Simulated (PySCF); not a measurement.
**Orbital picture of AlSn**

PBE0 at R = 2.652 Å; Al x2c-SVPall, Sn x2c-SVPall; spin-free X2C with a Gaussian nucleus (PySCF 2.14). State: ⁴Σ⁻ (quartet), unpaired electrons σ ↑, π ↑↑. Only the outer orbitals are listed, counted within each symmetry.

```
spin  orbital  occ.  ε (eV)  on Al (%)            main shells (%)
   α      13σ     1  -13.12         19           78 Sn s, 15 Al s
   α      14σ     1   -9.04         67  66 Al s, 18 Sn s, 15 Sn p
   α      15σ     1   -5.49         51  46 Sn p, 40 Al p, 11 Al s
   α       7π     1   -5.38         27           72 Sn p, 26 Al p
   α       7π     1   -5.38         27           72 Sn p, 26 Al p
   α       8π     0   -1.78         72           72 Al p, 26 Sn p
   α       8π     0   -1.78         72           72 Al p, 26 Sn p
   α      16σ     0    0.77         70           62 Al p, 35 Sn p
   β      13σ     1  -11.31         25           73 Sn s, 21 Al s
   β      14σ     1   -7.70         69   68 Al s, 22 Sn s, 9 Sn p
   β      15σ     0   -2.74         50   48 Sn p, 40 Al p, 9 Al s
   β       7π     0   -2.63         46           54 Sn p, 45 Al p
   β       7π     0   -2.63         46           54 Sn p, 45 Al p
```

Task: Which are the highest filled and the lowest empty level, where do they sit, and how wide is the gap?

Result: Highest filled α 7π at -5.38 eV (in %: 72 Sn p, 26 Al p); lowest empty β 15σ at -2.74 eV (in %: 48 Sn p, 40 Al p, 9 Al s); the gap at PBE0 is 2.64 eV.

| Item | Value |
| --- | --- |
| bond order (Mayer) | 1.50 |
| ⟨S²⟩ | 3.754 |
| charge on Al (Mulliken, basis-dependent) | 0.15 |
| charge on Al (Löwdin, basis-dependent) | 0.10 |
| dipole moment (positive dipole means Al(−)Sn(+)) | -0.77 D |
| polarisability along the bond | 157.7 bohr³ |
| polarisability across the bond | 58.1 bohr³ |

Spin–orbit coupling is left out. The state was picked by a PBE0 search and need not be the measured ground state.
